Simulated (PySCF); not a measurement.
**Potential energy of CaSi⁺ along the bond**

Set-up: Ca pcseg-1, Si pcseg-1; no relativity (PySCF 2.14). Energies in eV from Ca⁺ + Si in their ground configurations at the same level. All curves are PBE0. state 1: ⁴Σ⁻ (quartet), unpaired electrons σ ↑, π ↑↑; state 2: ²Π (doublet), unpaired electrons π ↑, a second solution, started from another occupation; state 3: Ms = 0.5 determinant of mixed spin (⟨S²⟩ near 1.8), unpaired electrons σ ↑, π ↑↓, a mixture of terms (⟨Lz²⟩ = 2.0), a second solution, started from another occupation; state 4: Ms = 0.5 determinant of mixed spin (⟨S²⟩ near 1.8), unpaired electrons σ ↓, π ↑↑, a second solution, started from another occupation.

```csv
R (Å),state 1,state 2,state 3,state 4
2.294,-1.028,0.425,-0.521,-0.517
2.400,-1.387,-0.224,-0.876,-0.857
2.507,-1.588,-0.675,-1.075,-1.044
2.587,-1.660,-0.913,-1.147,-1.109
2.667,-1.680,-1.082,-1.168,-1.127
2.747,-1.660,-1.195,-1.150,-1.107
2.854,-1.586,-1.279,-1.082,-1.040
2.987,-1.443,-1.304,-0.948,-0.914
3.147,-1.230,-1.256,-0.749,-0.734
3.360,-0.924,-1.122,-0.470,-0.498
```

Q: Put a parabola through the three lowest points of the state 1 curve and estimate Re, k and ωe (reduced mass 16.46 u; 1 eV/Å² = 0.16022 mdyn/Å; ωe = 1302.8·√(k/μ) cm⁻¹).

A: Through R = 2.587, 2.667, 2.747 Å the second-order coefficient is 3.13 eV/Å², so Re ≈ 2.667 Å, k ≈ 1.00 mdyn/Å and ωe ≈ 321 cm⁻¹. A polynomial fit of higher order to the unrounded PBE0 energies gives Re = 2.663 Å, k = 1.02 mdyn/Å, ωe = 324 cm⁻¹; anharmonicity and rounding make the difference.

The higher-order fit for each curve: state 1: Re = 2.663 Å, ωe = 324 cm⁻¹, De = 1.68 eV; state 2: Re = 2.966 Å, ωe = 244 cm⁻¹, minimum 1.30 eV below the ground-state fragments; state 3: Re = 2.667 Å, ωe = 317 cm⁻¹, minimum 1.17 eV below the ground-state fragments; state 4: Re = 2.661 Å, ωe = 311 cm⁻¹, minimum 1.13 eV below the ground-state fragments.

⟨S²⟩ of the unrestricted solution departs from its pure value on part of the curve, where spin states mix. For an ion De counts to the pair picked by the measured ionisation energies or electron affinities, which need not be the lowest pair at this level. The state is the lowest determinant that a PBE0 search found; another state may lie lower at other levels.
